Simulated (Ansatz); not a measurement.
GeH3 (SMILES [GeH3]), charge 0, multiplicity 2, relaxed at each level with Ansatz (a first-principles code); harmonic frequencies from differences of analytic forces, average atomic masses, frozen cores. Open shells are unrestricted.

Q: Give the equilibrium geometry, the harmonic frequencies and the zero-point energy at B3LYP/def2-TZVPP.

A: 
(charge 0, multiplicity 2):
```xyz
4

Ge     0.000     0.000     0.040
H     -0.323     1.428    -0.445
H     -1.080    -0.995    -0.430
H      1.396    -0.439    -0.445
```
Frequencies (cm⁻¹): 710, 855, 855, 2062, 2109, 2109. Zero-point energy 12.44 kcal/mol.

Q: Give the equilibrium geometry, the harmonic frequencies and the zero-point energy at CCSD(T)/cc-pVTZ.

A: 
(charge 0, multiplicity 2):
| atom | x (Å) | y (Å) | z (Å) |
|---|---|---|---|
| Ge | 0.0002 | 0.0001 | 0.0342 |
| H | -0.3244 | 1.4333 | -0.4426 |
| H | -1.0839 | -0.9985 | -0.4283 |
| H | 1.4018 | -0.4404 | -0.4431 |
Frequencies (cm⁻¹): 707, 861, 861, 2114, 2141, 2141. Zero-point energy 12.61 kcal/mol.
